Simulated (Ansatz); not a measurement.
Basis sets compared for 57-crown-19, `C1COCCOCCOCCOCCOCCOCCOCCOCCOCCOCCOCCOCCOCCOCCOCCOCCOCCOCCO1`. Total charge 0; singlet. Geometry r2SCAN-D4/def2-SVP. Ansatz on 11 threads of AMD EPYC 7R13 on a shared host and a whole NVIDIA H100 80GB HBM3; times are rough, and most runs start from earlier orbitals.

```xyz
133

C     0.315    4.280  -10.023
C    -0.447    5.464   -9.429
O    -1.112    5.170   -8.227
C    -2.048    4.121   -8.310
C    -2.888    4.170   -7.051
O    -3.761    3.064   -7.075
C    -4.920    3.210   -6.291
C    -4.641    3.145   -4.788
O    -5.832    3.161   -4.036
C    -6.366    4.446   -3.814
C    -7.552    4.329   -2.890
O    -7.106    4.009   -1.599
C    -8.159    3.745   -0.709
C    -7.603    3.584    0.684
O    -7.193    4.847    1.156
C    -6.326    4.811    2.264
C    -7.058    4.472    3.565
O    -6.248    4.634    4.706
C    -5.263    3.643    4.876
C    -4.783    3.717    6.310
O    -3.741    2.787    6.458
C    -3.246    2.702    7.769
C    -2.115    1.695    7.763
O    -1.683    1.527    9.093
C    -0.441    0.877    9.225
C    -0.528   -0.612    8.894
O     0.673   -1.311    9.159
C     1.784   -0.989    8.353
C     1.498   -0.937    6.854
O     0.707   -1.999    6.367
C     1.138   -3.309    6.679
C     2.444   -3.681    5.978
O     2.797   -5.030    6.167
C     1.989   -5.951    5.468
C     2.783   -7.226    5.284
O     1.959   -8.114    4.574
C     2.493   -9.394    4.350
C     3.847   -9.394    3.660
O     3.776   -8.562    2.531
C     4.979   -8.487    1.809
C     4.846   -7.346    0.821
O     5.987   -7.355   -0.006
C     6.314   -6.110   -0.570
C     5.303   -5.633   -1.604
O     5.797   -4.431   -2.139
C     4.894   -3.783   -2.998
C     5.569   -2.528   -3.506
O     4.637   -1.817   -4.281
C     5.169   -0.651   -4.855
C     4.029    0.080   -5.551
O     4.471    1.175   -6.316
C     4.901    2.292   -5.568
C     5.002    3.493   -6.489
O     3.772    4.081   -6.824
C     2.938    3.325   -7.679
C     2.005    4.302   -8.364
O     1.055    3.548   -9.082
H     0.963    4.668  -10.841
H    -0.384    3.558  -10.477
H     0.244    6.288   -9.188
H    -1.153    5.842  -10.202
H    -2.707    4.235   -9.197
H    -1.552    3.133   -8.380
H    -2.212    4.156   -6.172
H    -3.452    5.126   -7.019
H    -5.593    2.378   -6.556
H    -5.441    4.158   -6.546
H    -4.124    2.196   -4.566
H    -3.970    3.972   -4.476
H    -5.608    5.110   -3.348
H    -6.700    4.926   -4.757
H    -8.235    3.545   -3.283
H    -8.111    5.289   -2.890
H    -8.701    2.818   -0.998
H    -8.897    4.575   -0.705
H    -6.746    2.880    0.651
H    -8.386    3.135    1.329
H    -5.889    5.818    2.364
H    -5.494    4.099    2.082
H    -7.464    3.438    3.527
H    -7.909    5.163    3.675
H    -5.673    2.631    4.674
H    -4.394    3.786    4.201
H    -4.440    4.750    6.531
H    -5.625    3.497    6.999
H    -4.031    2.366    8.479
H    -2.877    3.685    8.130
H    -2.486    0.753    7.313
H    -1.290    2.065    7.119
H    -0.127    0.995   10.276
H     0.320    1.379    8.589
H    -0.849   -0.772    7.848
H    -1.292   -1.068    9.545
H     2.248   -0.019    8.637
H     2.533   -1.766    8.576
H     0.932   -0.026    6.600
H     2.472   -0.856    6.326
H     1.227   -3.465    7.772
H     0.330   -3.967    6.321
H     3.284   -3.090    6.380
H     2.348   -3.437    4.898
H     1.049   -6.182    6.008
H     1.710   -5.560    4.468
H     3.076   -7.636    6.275
H     3.712   -6.987    4.730
H     1.758   -9.910    3.712
H     2.589   -9.968    5.298
H     4.104  -10.440    3.386
H     4.646   -9.041    4.348
H     5.187   -9.430    1.260
H     5.843   -8.300    2.480
H     4.760   -6.388    1.376
H     3.908   -7.479    0.245
H     7.294   -6.226   -1.059
H     6.418   -5.328    0.212
H     5.173   -6.409   -2.390
H     4.309   -5.472   -1.135
H     4.608   -4.432   -3.853
H     3.957   -3.508   -2.468
H     6.468   -2.798   -4.099
H     5.917   -1.926   -2.640
H     5.634   -0.012   -4.073
H     5.961   -0.887   -5.599
H     3.275    0.391   -4.798
H     3.539   -0.621   -6.246
H     4.186    2.516   -4.748
H     5.896    2.113   -5.107
H     5.560    3.186   -7.399
H     5.585    4.278   -5.979
H     2.340    2.579   -7.121
H     3.532    2.766   -8.428
H     1.524    4.940   -7.598
H     2.588    4.964   -9.039
```

Single mean-field runs in 6-31G, def2-SVP, def2-TZVP are fitted with def2-universal-jkfit.

Binding counts from free atoms (C triplet, O triplet, H doublet) in the same basis, without a counterpoise term.

| level | functions | energy (Eh) | HOMO (eV) | LUMO (eV) | binding per atom (eV) | wall time |
| --- | --- | --- | --- | --- | --- | --- |
| HF/STO-3G | 361 | -2868.7674 | -8.18 | 12.90 | 3.58 | 2.4 s |
| HF/6-31G | 665 | -2903.9613 | -10.70 | 5.36 | 2.76 | 2.6 s |
| PBE-D4/def2-SVP | 1178 | -2917.1880 | -5.23 | 0.52 | 4.37 | 5.5 s |
| PBE0-D4/def2-SVP | 1178 | -2917.4271 | -6.83 | 1.39 | 4.28 | 8 s |

Estimate the rows for PBE-D4/def2-TZVP (with forces), PBE0-D4/def2-TZVP.


```
                         level  functions  energy (Eh)  HOMO (eV)  LUMO (eV)  binding per atom (eV)  wall time
PBE-D4/def2-TZVP (with forces)       2223   -2920.4739      -5.40       0.10                   4.31       12 s
             PBE0-D4/def2-TZVP       2223   -2920.6769      -6.93       0.92                   4.22       15 s
```
